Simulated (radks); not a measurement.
Results of a calculation; reference values are marked as such.
Effect of the nuclear size on neutral cadmium, [Kr] 4d10 5s2. Level of theory: Dirac Kohn-Sham, BLYP, spin-unpolarised, spherical densities, finite nucleus; Fermi nuclear charge, rms radius 4.6087 fm (a radial shooting solver on a logarithmic mesh with Libxc functionals). The rms radius is varied about that value; shifts are against it.

[
 {"rms radius (fm)": "3.7008", "total energy shift (eV)": "-1.16", "density at nucleus (e/bohr^3)": "1.646e+05", "1s1/2 shift (meV)": "-488", "2s1/2 shift (meV)": "-54.9", "3p1/2 shift (meV)": "0.666", "4s1/2 shift (meV)": "-1.91", "4p1/2 shift (meV)": "0.185", "5s1/2 shift (meV)": "-0.088", "5p1/2 (empty) shift (meV)": "0.042"},
 {"rms radius (fm)": "4.2861", "total energy shift (eV)": "-0.437", "density at nucleus (e/bohr^3)": "1.612e+05", "1s1/2 shift (meV)": "-184", "2s1/2 shift (meV)": "-20.7", "3p1/2 shift (meV)": "0.251", "4s1/2 shift (meV)": "-0.721", "4p1/2 shift (meV)": "0.070", "5s1/2 shift (meV)": "-0.033", "5p1/2 (empty) shift (meV)": "0.016"},
 {"rms radius (fm)": "4.6087", "total energy shift (eV)": "0", "density at nucleus (e/bohr^3)": "1.596e+05", "1s1/2 shift (meV)": "0.000", "2s1/2 shift (meV)": "0.000", "3p1/2 shift (meV)": "0.000", "4s1/2 shift (meV)": "0.000", "4p1/2 shift (meV)": "0.000", "5s1/2 shift (meV)": "0.000", "5p1/2 (empty) shift (meV)": "0.000"},
 {"rms radius (fm)": "5.005", "total energy shift (eV)": "0.574", "density at nucleus (e/bohr^3)": "1.577e+05", "1s1/2 shift (meV)": "241", "2s1/2 shift (meV)": "27.2", "3p1/2 shift (meV)": "-0.329", "4s1/2 shift (meV)": "0.947", "4p1/2 shift (meV)": "-0.091", "5s1/2 shift (meV)": "0.044", "5p1/2 (empty) shift (meV)": "-0.020"},
 {"rms radius (fm)": "5.6549", "total energy shift (eV)": "1.60", "density at nucleus (e/bohr^3)": "1.55e+05", "1s1/2 shift (meV)": "674", "2s1/2 shift (meV)": "75.9", "3p1/2 shift (meV)": "-0.919", "4s1/2 shift (meV)": "2.64", "4p1/2 shift (meV)": "-0.255", "5s1/2 shift (meV)": "0.122", "5p1/2 (empty) shift (meV)": "-0.057"}
]

Slopes of the eigenvalues against <r^2> in GHz/fm^2, as finite differences over the two radii next to the reference (eigenvalue slopes, not the field-shift constants of lines): 1s1/2 15400, 2s1/2 1730, 3p1/2 -21.0, 4s1/2 60.4, 4p1/2 -5.82, 5s1/2 2.80, 5p1/2 (empty) -1.31.
